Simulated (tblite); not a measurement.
Species: C6H11BF2O.
Atom-mapped SMILES: `[CH3:1][CH2:2][O:3][CH2:4]/[C:5]([CH3:6])=[CH:7]/[B:8]([F:9])[F:10]` (hydrogens: H11, H12, H13 on C1; H14, H15 on C2; H16, H17 on C4; H18, H19, H20 on C6; H21 on C7)

Computed with GFN2-xTB (tblite), gas phase: L-BFGS steps from a force-field or distance-geometry start until the largest atomic force falls under 0.01 eV/Å.

Step 30: E = -905.9758 eV
```
atom  x, y, z in Å  |  force x, y, z in eV/Å
C1      3.0186   -0.0334   -0.8872    0.004   0.004  -0.025
C2      1.7197    0.3534   -0.2048   -0.019  -0.014   0.090
O3      1.3367   -0.6978    0.6593   -0.052  -0.044   0.090
C4      0.1912   -0.3883    1.4215    0.015  -0.034   0.068
C5     -1.0279   -0.2191    0.5392    0.086  -0.075   0.061
C6     -1.3254   -1.4273   -0.2844   -0.014   0.000   0.053
C7     -1.7326    0.9220    0.5308    0.073  -0.108   0.024
B8     -2.8984    1.3090   -0.3901   -0.166  -0.001   0.004
F9     -3.2219    0.7125   -1.5286   -0.014   0.035   0.057
F10    -3.6678    2.3484   -0.1058    0.000   0.024  -0.071
H11     3.2415    0.6743   -1.6787    0.047   0.031  -0.026
H12     2.9275   -1.0290   -1.3122   -0.011   0.007  -0.008
H13     3.8306   -0.0362   -0.1672    0.038  -0.037   0.005
H14     0.9269    0.5396   -0.9434    0.017  -0.001  -0.055
H15     1.8486    1.2721    0.3858    0.035   0.084  -0.030
H16     0.0464   -1.2409    2.0975    0.053   0.067  -0.078
H17     0.3770    0.5160    2.0263   -0.087  -0.050  -0.071
H18    -1.5568   -2.2528    0.3947   -0.027   0.059  -0.113
H19    -0.4368   -1.7244   -0.8472   -0.125   0.067   0.047
H20    -2.1640   -1.2623   -0.9540    0.109  -0.058   0.004
H21    -1.4423    1.6811    1.2479    0.038   0.043  -0.026
```

Step 31: E = -905.9803 eV
```
atom  x, y, z in Å  |  force x, y, z in eV/Å
C1      3.0214   -0.0330   -0.8876   -0.003   0.006   0.005
C2      1.7215    0.3526   -0.2051   -0.008  -0.012   0.088
O3      1.3380   -0.6981    0.6594   -0.047  -0.089   0.023
C4      0.1912   -0.3858    1.4173    0.057  -0.029   0.069
C5     -1.0284   -0.2201    0.5355    0.070  -0.062   0.091
C6     -1.3228   -1.4278   -0.2872   -0.017   0.011   0.035
C7     -1.7375    0.9182    0.5314    0.060  -0.080   0.018
B8     -2.9077    1.3057   -0.3856   -0.141   0.000   0.016
F9     -3.2596    0.6889   -1.5051   -0.001   0.037   0.067
F10    -3.6520    2.3679   -0.1182    0.004   0.013  -0.062
H11     3.2579    0.6856   -1.6669    0.022  -0.008   0.005
H12     2.9225   -1.0231   -1.3250    0.010   0.034  -0.014
H13     3.8263   -0.0527   -0.1590    0.037  -0.042  -0.021
H14     0.9293    0.5408   -0.9446    0.024   0.001  -0.035
H15     1.8497    1.2663    0.3925    0.042   0.121  -0.060
H16     0.0513   -1.2320    2.1014    0.020   0.044  -0.080
H17     0.3822    0.5212    2.0133   -0.113  -0.002  -0.029
H18    -1.5699   -2.2466    0.3940    0.006   0.032  -0.133
H19    -0.4298   -1.7235   -0.8415   -0.097   0.008   0.060
H20    -2.1499   -1.2621   -0.9690    0.060  -0.041  -0.003
H21    -1.4423    1.6746    1.2496    0.017   0.058  -0.042
```

**Question.** Estimate the geometry and energy of step 32. (The exact step hangs on the optimiser's Hessian estimate; all steps are aligned on step 31, rigid shifts and turns removed.)

**Answer.** E = -905.9840 eV, largest force 0.143 eV/Å
```
atom  x, y, z in Å  |  force x, y, z in eV/Å
C1      3.0235   -0.0325   -0.8876   -0.006   0.004   0.034
C2      1.7226    0.3517   -0.2039    0.012  -0.001   0.049
O3      1.3383   -0.6998    0.6599   -0.013  -0.078  -0.040
C4      0.1919   -0.3844    1.4149    0.068  -0.015   0.037
C5     -1.0277   -0.2218    0.5342    0.016  -0.026   0.088
C6     -1.3210   -1.4276   -0.2885   -0.017   0.019   0.007
C7     -1.7405    0.9141    0.5321    0.019  -0.026   0.015
B8     -2.9167    1.3030   -0.3813   -0.071  -0.015   0.045
F9     -3.2896    0.6712   -1.4853    0.000   0.030   0.063
F10    -3.6397    2.3834   -0.1293    0.006   0.004  -0.048
H11     3.2711    0.6943   -1.6575   -0.005  -0.040   0.037
H12     2.9189   -1.0179   -1.3352    0.022   0.052  -0.018
H13     3.8235   -0.0665   -0.1532    0.031  -0.042  -0.042
H14     0.9318    0.5418   -0.9459    0.037  -0.003   0.001
H15     1.8512    1.2641    0.3966    0.038   0.115  -0.076
H16     0.0555   -1.2247    2.1033   -0.009  -0.010  -0.038
H17     0.3841    0.5253    2.0025   -0.112   0.049   0.020
H18    -1.5802   -2.2416    0.3909    0.016  -0.024  -0.106
H19    -0.4261   -1.7228   -0.8360   -0.032  -0.044   0.049
H20    -2.1375   -1.2629   -0.9808   -0.002  -0.008  -0.018
H21    -1.4423    1.6705    1.2499    0.002   0.058  -0.059
```

The energy changes by -0.0036 eV. The first-order estimate −F·Δx gives -0.0051 eV and the mean of the old and new forces, exact on a quadratic surface, -0.0037 eV. The step makes an angle of 79° with the force vector and moves no atom by more than 0.040 Å.

What follows is the cost of the whole relaxation. Hardware: one thread of an Arm Neoverse V1, no GPU, shared host with 32 logical CPUs at a one-minute load of 14. Cost: 0.72 s wall.
